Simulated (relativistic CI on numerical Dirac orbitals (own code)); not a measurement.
**A ladder of approximations for the levels of Kr**

Calculated with a relativistic CI code on KLI orbitals (one set per configuration, finite nucleus), adding one ingredient at a time: step 1, Dirac-Coulomb, each configuration alone; step 2, with Breit and QED terms; step 3, with configuration mixing; step 4, with scaled Slater integrals (0.85); step 5, with a P86 correlation estimate; step 6, tied to the ionisation limit. P86 is a density functional for the correlation energy, evaluated here for each configuration and added to its levels. Step 6 is semi-empirical: configurations made of the next ion and one excited electron move by -66 cm⁻¹, so that their limit matches the tabulated ionisation energy, and those with a non-penetrating f or g electron also take the P86 value of the least penetrating other one.

Configuration list (outside the closed core [Ar] 3d10 4s2): 4p⁶, 4p⁵5s, 4p⁵5p, 4p⁵4d, 4p⁵6s, 4p⁵6p, 4p⁵5d, 4p⁵4f, 4p⁵6d, 4p⁵5f, 4p⁵6f.

Computed minus measured energy above the ground level, in cm⁻¹, for 7 of the 16 excited levels that pair in every step (one J of a term; a digit in brackets numbers repeated terms):

```csv
Configuration,Term,J,Measured,Step 1,Step 2,Step 3,Step 4,Step 5,Step 6
4p⁵5s,2[3/2]°,2,79972,-4925,-4903,-5043,-4926,684,618
4p⁵5s,2[1/2]°,0,85192,-4637,-4714,-4960,-4829,793,727
4p⁵5p,2[1/2],1,91169,-6773,-6764,-6810,-6587,-235,-301
4p⁵5p,2[5/2],3,92294,-6897,-6887,-6879,-6817,-470,-537
4p⁵5p,2[3/2],1,92964,-6813,-6801,-6790,-6849,-503,-570
4p⁵4d,2[7/2]°,4,97797,-6453,-6450,-6484,-6385,203,137
4p⁵6s,2[3/2]°,2,99627,-7386,-7373,-7224,-7225,-65,-131
```

Mean absolute errors in cm⁻¹, over all paired levels and for the configurations:

```tsv
Configuration, levels	Step 1	Step 2	Step 3	Step 4	Step 5	Step 6
all, 16	6209	6233	6294	6301	464	489
4p⁵5s, 4	4729	4758	4910	4867	747	681
4p⁵5p, 10	6659	6687	6736	6773	418	484
4p⁵4d, 1	6453	6450	6484	6385	203	137
4p⁵6s, 1	7386	7373	7224	7225	65	131
```

Measured levels: NIST Handbook of Basic Atomic Spectroscopic Data (Sansonetti and Martin, J. Phys. Chem. Ref. Data 34, 1559 (2005)).

The mean absolute error is lowest at step 5 (464 cm⁻¹), and the largest single drop is from step 4 to 5 (6301 to 464). Mixing lowers the ground level by 19; relative to it the configurations that move most are 4p⁵5s by -152, 4p⁵6s by +149, 4p⁵5p by -49. The P86 estimate moves 4p⁵6s by +7160, 4p⁵4d by +6588, 4p⁵5p by +6356, and takes the mean absolute error of the excited configurations from 6301 to 464. Step 6 takes that error from 464 to 489.
